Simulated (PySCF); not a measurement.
**Telling isomers of C7H14OSi apart by NMR**

PySCF calculation with GFN2-xTB structure and shielding tensors at PBE0/pcSseg-1 (GIAO); no solvent, one conformer, rapidly exchanging positions averaged, non-relativistic Hamiltonian.

Referencing at the same level of theory: ¹H, ¹³C vs TMS. Where no couplings were computed, multiplicities follow the n + 1 count of equivalent neighbours, and m marks all less simple cases (inequivalent or close neighbours, rings, F or P nearby). Shifts are as computed. Against solution values, carbons near 30 ppm lie about +3 ppm off and those near 130 ppm about +5 ppm. Of 1211 compounds with measured shifts, 218 miss one by over three times the rms of a fit or turn the order of signals round; such compounds aren't used in these exercises.

(1) Tabulate the signals of `C=C1CCCC[C@@H]1O[SiH3]`, `C=C(C)[C@@H]1COCC[SiH2]1` and their relative energies.

(2) What is the quickest way to tell C=C1CCCC[C@@H]1O[SiH3] from C=C(C)[C@@H]1COCC[SiH2]1?

Results:

(1) 
```tsv
SMILES	carbon types	δC	δH	E rel. (kcal/mol)
C=C1CCCC[C@@H]1O[SiH3]	1×C 1×CH 5×CH2	157.7, 116.1, 78.1, 40.1, 34.8, 32.8, 23.9	5.15 (m, 1H), 5.15 (m, 1H), 4.79 (s, 3H), 4.19 (m, 1H), 2.52 (m, 1H), 2.12 (m, 1H), 2.11 (m, 1H), 2.09 (m, 1H), 1.87 (m, 1H), 1.51 (m, 1H), 1.46 (m, 1H), 1.31 (m, 1H)	0.0
C=C(C)[C@@H]1COCC[SiH2]1	1×C 1×CH 4×CH2 1×CH3	156.2, 117.8, 76.0, 70.9, 32.1, 28.1, 8.0	5.99 (br s, 1H), 5.27 (br s, 1H), 4.57 (m, 1H), 4.55 (m, 1H), 4.36 (m, 1H), 4.03 (m, 1H), 3.79 (m, 1H), 3.49 (m, 1H), 1.84 (s, 3H), 1.40 (m, 1H), 1.18 (m, 1H), 0.46 (m, 1H)	20.3
```

Energies are electronic energies at PBE0/pcSseg-1 on these geometries, without zero-point or thermal terms, each for the one conformer computed, which needn't be the lowest.

(2) Both give the same number of carbon signals, but DEPT or the intensities differ. The first has an allylic sp3 CH bonded to O at 78.1 ppm, the second an allylic methyl carbon (CH3) at 28.1 ppm. Their most deshielded carbons lie at 157.7 and 156.2 ppm. In the proton spectra the most deshielded non-exchanging signals are 5.15 (m, 1H) and 5.99 (br s, 1H).
